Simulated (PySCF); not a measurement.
**Worked example: entropy of an ideal gas**

tin monoxide (OSn), SMILES [O]=[Sn] (connectivity only; charge and spin as stated), neutral, multiplicity 1.

The structure is a stationary point at PBE-D3(BJ)/def2-TZVP. The def2 effective core potentials stand for the cores of Sn; spin–orbit coupling is left out.

PBE-D3(BJ)/def2-TZVP (PySCF) gives the harmonic wavenumbers 806 cm⁻¹ and the rotational temperature 0.5037 K. The molar mass is 134.71 g/mol, the symmetry number 1, the spin multiplicity 1.

**Question.** Work out the entropy at 298.15 K and 1 atm in the rigid-rotor, harmonic-oscillator model.

**Answer.** 
Translation (Sackur–Tetrode at 1 atm): S = R[1.5 ln M + 2.5 ln T − 1.16487] = 169.9 J/(mol K).
Rotation: q = T/(σ θ) = 592, S = R[ln q + 1] = 61.4 J/(mol K).
Vibration: with u = 1.4388 ν/T, each mode gives R[u/(e^u − 1) − ln(1 − e^−u)]:
```tsv
ν (cm⁻¹)	modes	u	S (J/(mol K))
806	1	3.89	0.85
```
These are all the modes. Sum 0.8 J/(mol K).
Spin: R ln 1 = 0.0 J/(mol K).
Total 232.1 J/(mol K); the program's own thermochemistry gives 232.1. Translation makes up 73 % and vibration 0 %. Anharmonicity, hindered rotation and orbital degeneracy are left out.
